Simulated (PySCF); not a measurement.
TaOCl3, SMILES [O]=[Ta]([Cl])([Cl])[Cl], multiplicity 1.

The structure is a stationary point at r2SCAN-D4/def2-SVP. The spin state was assumed, not searched. The isomer is the one that the SMILES or the coordinates give; other isomers of the formula were not compared. The def2 effective core potentials stand for the cores of Ta; spin–orbit coupling is left out.

Two levels are set side by side: PBE/def2-TZVP (PySCF) and ωB97X/def2-TZVP (PySCF). Same geometry, gas phase. Differences are taken from unrounded values.

```tsv
quantity	ωB97X	PBE	PBE minus ωB97X
orbital gap (eV)	11.35	4.69	-6.66
highest occupied level (eV)	-12.19	-8.30	3.89
lowest empty level (eV)	-0.84	-3.61	-2.77
dipole moment (D)	1.66	1.56	-0.10
mean polarisability (bohr³)	74.4	79.1	4.7
```

PBE's occupied levels lie high since its potential decays too fast outside the molecule; exact exchange lowers them and widens the gap. Loosely held outer electrons make PBE densities more polarisable. Differences between two approximate levels are no errors against the true value.

Rough cost on one machine, each run with all the roots and properties that it gave: ωB97X against PBE within a factor of 2.
